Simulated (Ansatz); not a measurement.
A geometry relaxed with PBE-D3(BJ)/def2-SVP in Ansatz (a program for electronic structure), charge 0, multiplicity 1:

```xyz
22

H     -2.5726    -0.9199    -1.9997
H      3.9161    -1.2520     0.8182
H     -0.6576    -2.6396    -0.2169
C     -0.8656    -1.8140    -0.9319
C      2.1294     0.0273     0.5954
C     -0.5437     2.9931     0.9276
H      2.1407     0.4149     1.6374
H     -2.7439    -2.6728    -1.7147
H     -0.2583    -2.0479    -1.8339
H     -2.1646     1.5349     0.6594
H      2.3747    -2.0998     1.1122
H      2.6354     0.8090    -0.0132
H      0.3979     3.3211     0.4392
H     -1.1969     3.8915     1.0006
In     0.0134     0.0169    -0.0525
H     -2.9762    -1.5192    -0.3743
H     -0.2763     2.7086     1.9670
H      2.8653    -1.7039    -0.5510
C     -2.3555    -1.7288    -1.2707
H     -1.5014     2.1522    -0.8587
C      2.8546    -1.3160     0.4893
C     -1.2149     1.8444     0.1712
```

Write the SMILES of this molecule.

`C[CH2][In]([CH2]C)[CH2]C`
